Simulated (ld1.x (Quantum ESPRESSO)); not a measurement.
Reading a pseudo-wave (F (Z = 9))

Columns: radius, all-electron u(r) and pseudo u(r) of the 2p shell (level -49.01 eV) of fluorine in the configuration [He] 2s2 2p3; PBE, non-relativistic, ultrasoft scheme, ld1.x (Quantum ESPRESSO) 7.5.

```
r (bohr)  all-electron  pseudo
   0.098        0.1577  0.0114
   0.195        0.4246  0.0442
   0.292        0.6644  0.0958
   0.390        0.8413  0.1628
   0.488        0.9519  0.2394
   0.585        1.0044  0.3188
   0.682        1.0124  0.3957
   0.780        0.9877  0.4654
   0.878        0.9409  0.5223
   0.975        0.8810  0.5626
   1.072        0.8137  0.5853
   1.170        0.7428  0.5900
   1.268        0.6720  0.5777
   1.365        0.6043  0.5513
   1.463        0.5396  0.5137
   1.560        0.4800  0.4694
   1.658        0.4247  0.4216
   1.755        0.3749  0.3744
   1.852        0.3299  0.3299
   1.950        0.2891  0.2891
   2.047        0.2530  0.2530
   2.145        0.2206  0.2206
   2.242        0.1922  0.1922
   2.340        0.1668  0.1668
   2.438        0.1445  0.1445
   2.535        0.1252  0.1252
```

How many radial nodes do the two functions have?

The all-electron 2p function has n − l − 1 = 0; the pseudo-wave has 0.

At about which radius was the pseudo-wave matched?

1.95 bohr. The columns agree to 0.0005 from 1.85 bohr on; several derivatives are matched, so the curves merge somewhat inside the radius.

Where does each function peak?

Outermost all-electron maximum near 0.68 bohr, pseudo maximum near 1.17 bohr (to the table’s step).

Is the pseudo-wave norm-conserving?

No, it belongs to an ultrasoft set: the norm inside the radius is not constrained, and the difference is carried by the augmentation charge.
